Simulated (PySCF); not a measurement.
Geometry:
```
atom   x (Å)   y (Å)   z (Å)
  B1  -1.728   0.882  -0.462
  C2  -1.414  -0.491   0.153
 Si3   0.355  -0.915  -0.437
 Si4   1.893   0.759   0.148
  H5  -1.393   1.899   0.105
  H6  -2.235   0.974  -1.558
  H7  -2.040  -1.327  -0.199
  H8  -1.336  -0.495   1.253
  H9   0.374  -1.112  -1.919
 H10   0.760  -2.204   0.206
 H11   1.754   1.090   1.601
 H12   3.290   0.290  -0.106
 H13   1.650   2.000  -0.650
```

Geometry: PBE0-D3(BJ)/def2-SVP; GIAO absolute shieldings from PySCF, gas phase, non-relativistic, averaged over equivalent atoms.

At PBE0/6-31G (62 basis functions, 5.1 s wall time on 1 thread of an Arm Neoverse V1, shared host):
```
      atoms  σ (ppm)
         B1     40.7
         C2    179.4
        Si3    508.3
        Si4    526.1
      H5/H6    24.31
     H9/H10    29.02
H11/H12/H13    29.47
      H7/H8    30.45
```

**Question.** What do these become at PBE0/cc-pVTZ?

**Answer.** 
```
      atoms  σ at PBE0/cc-pVTZ  change
         B1               24.1   -16.6
         C2              162.9   -16.5
        Si3              442.5   -65.8
        Si4              462.6   -63.5
      H5/H6              23.97   -0.34
     H9/H10              27.19   -1.83
H11/H12/H13              27.73   -1.74
      H7/H8              28.94   -1.51
```

The largest change is at Si3 (silicon bonded to C, Si, 2 H). Cost: 254 basis functions, 16 s wall time on 1 thread of an AMD EPYC 9R45 96-Core, shared host.

A carbon bonded to boron is broadened by the quadrupolar boron nucleus and is often missing from a measured spectrum.
